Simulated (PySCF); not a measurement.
C₄H₃BrClF, SMILES C=C=C(Cl)[C@H](F)Br. Atoms are numbered in the order given.

```xyz
10

C      3.1290    -0.6067    -1.0329
C      1.8992    -0.7383    -0.6139
C      0.6610    -0.8651    -0.2044
Cl     0.2080    -1.9838     1.0663
C     -0.4842    -0.0848    -0.7782
F     -0.1192     0.5437    -1.9161
Br    -1.1333     1.2692     0.5225
H      3.5197    -1.2138    -1.8581
H      3.8102     0.1197    -0.5741
H     -1.3581    -0.7258    -0.9602
```
Charge 0, spin multiplicity 1.

Coordinates come from a B3LYP-D3(BJ)/def2-SVP optimisation. The structure was generated by enumeration; whether it is a known compound was not checked. One conformer was computed; it need not be the lowest.

These are B3LYP-D3(BJ)/def2-SVP run with PySCF 2.14.0 values and carry that method's errors.

Frequencies are harmonic and unscaled.

Computed harmonic wavenumbers and intensities:
```csv
mode,ν (cm⁻¹),IR (km/mol),moving atoms (share of kinetic energy)
1,47,0.9,"C 33 %, F 25 %, Cl 17 %, Br 17 %, H 8 %"
2,120,0.2,"Cl 40 %, Br 36 %, C 14 %"
3,132,1.6,"C 48 %, F 22 %, H 15 %, Cl 13 %"
4,224,2.8,"C 51 %, Cl 23 %, F 13 %, H 12 %"
5,285,2.4,"C 45 %, Br 22 %, F 18 %, H 13 %"
6,308,2.9,"F 48 %, C 33 %, Br 8 %"
7,413,5.5,"F 42 %, C 34 %, Cl 18 %"
8,475,18.6,"C 78 %, H 10 %"
9,522,5.6,"C 61 %, Cl 34 %"
10,588,2.4,"H 84 %, C 14 %"
11,697,79.9,"C 73 %, H 22 %"
12,765,64.8,"C 85 %, H 9 %"
13,905,33.9,"H 73 %, C 27 %"
14,990,0.5,"H 63 %, C 37 %"
15,1015,113.4,"C 81 %, H 9 %"
16,1141,100.3,"C 48 %, H 27 %, F 25 %"
17,1219,48.4,"H 74 %, C 20 %"
18,1281,10.4,"C 55 %, H 45 %"
19,1362,13.9,"H 68 %, C 30 %"
20,1457,10.4,"H 55 %, C 45 %"
21,2074,15.3,C 99 %
22,3114,0.2,H 95 %
23,3117,5.5,"H 92 %, C 8 %"
24,3201,0.2,"H 89 %, C 11 %"
```
